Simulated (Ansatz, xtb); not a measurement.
# C5H7FSi: which of two isomers lies lower

Structure I is `FC1=CC=C[C@@H]1[SiH3]`, a singlet and structure II is `FC1=CCC=C1[SiH3]`, a singlet. Both are isolated molecules in the gas phase, relaxed with B3LYP-D3(BJ)/def2-SVP.

Quicker runs give these differences E(II) − E(I): GFN2-xTB +2.44 kcal/mol; HF/STO-3G −3.44 kcal/mol (at GFN2-xTB geometries); r2SCAN-D4/def2-SVP −0.23 kcal/mol (at GFN2-xTB geometries).

Question: Estimate E(II) − E(I) at the level CCSD(T)/def2-SVP + ΔMP2/def2-TZVPP.

Answer: Too close to call at this level: CCSD(T)/def2-SVP + ΔMP2/def2-TZVPP gives E(II) − E(I) = −0.12 kcal/mol.

Level by level:

```csv
level,geometry,E(II) − E(I) (kcal/mol),departure from the last row (kcal/mol),"job, with rough time for the two"
GFN2-xTB,GFN2-xTB,+2.44,+2.56,"optimisation, 0.74 s"
HF/STO-3G,GFN2-xTB,−3.44,−3.32,"single point, 2 s"
r2SCAN-D4/def2-SVP,GFN2-xTB,−0.23,−0.11,"single point, 14 s"
B3LYP-D3(BJ)/def2-SVP,B3LYP-D3(BJ)/def2-SVP,−0.49,−0.36,"optimisation, 2.7 min"
HF/def2-SVP,B3LYP-D3(BJ)/def2-SVP,−2.79,−2.66,part of the CCSD(T) run
MP2/def2-SVP,B3LYP-D3(BJ)/def2-SVP,+0.43,+0.55,part of the CCSD(T) run
CCSD(T)/def2-SVP,B3LYP-D3(BJ)/def2-SVP,−0.78,−0.66,single point
CCSD(T)/def2-SVP + ΔMP2/def2-TZVPP,B3LYP-D3(BJ)/def2-SVP,−0.12,,"single point, 3.8 min"
```

As drawn, both hold the same kinds of bond in the same numbers.

The largest departure from CCSD(T)/def2-SVP + ΔMP2/def2-TZVPP is that of HF/STO-3G, 3.32 kcal/mol. The last row adds to CCSD(T) the change of the MP2 difference between the two basis sets, here +0.66 kcal/mol.

With thermal terms from frequencies at re-optimised GFN2-xTB minima (ideal gas, soft modes damped towards free rotors, one conformer each, 298.15 K, 1 atm): on the last row, ΔE + ΔZPE = −0.47, ΔH = −0.31, ΔG = −0.74 kcal/mol.

The correlated steps freeze 11 core orbitals. Mirror images aren't counted in ΔG. Codes used: Ansatz 0.2.0, xtb 6.7.1; the last row on 2 threads of AMD EPYC (Zen 3) on a shared host.
